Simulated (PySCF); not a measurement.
Curvature of the energy in the electron number along the third row, charge +1

Calculated with PySCF 2.14, in x2c-TZVPall, spin-free X2C: one orbital is emptied in steps, and each cell gives the departure of E from the straight line at half an electron, in eV (from a cubic fit). The exact functional gives zero.

| species | orbital | LDA | PBE | r2SCAN | PBE0 | BHandHLYP | LC-wPBE | UHF |
| --- | --- | --- | --- | --- | --- | --- | --- | --- |
| Al⁺ | 3s beta | -1.00 | -1.00 | -0.81 | -0.73 | -0.55 | -0.09 | 0.05 |
| Si⁺ | 3p alpha | -1.08 | -1.05 | -0.97 | -0.76 | -0.50 | -0.10 | 0.09 |
| P⁺ | 3p alpha | -1.23 | -1.20 | -1.11 | -0.86 | -0.55 | -0.16 | 0.14 |
| S⁺ | 3p alpha | -1.39 | -1.35 | -1.23 | -0.97 | -0.60 | -0.24 | 0.18 |
| Cl⁺ | 3p beta | -1.41 | -1.36 | -1.24 | -0.96 | -0.61 | -0.23 | 0.25 |
| Ar⁺ | 3p beta | -1.56 | -1.51 | -1.38 | -1.06 | -0.64 | -0.32 | 0.30 |

Q: How does the mean departure depend on the functional?

A: LDA -1.28 eV; PBE -1.24 eV; r2SCAN -1.12 eV; PBE0 -0.89 eV; BHandHLYP -0.58 eV; LC-wPBE -0.19 eV; UHF 0.17 eV. Semilocal functionals are convex (delocalisation error), Hartree-Fock is concave or straight, and exact exchange removes curvature roughly in proportion to its share, so among the functionals the range-separated hybrids usually come closest to zero.
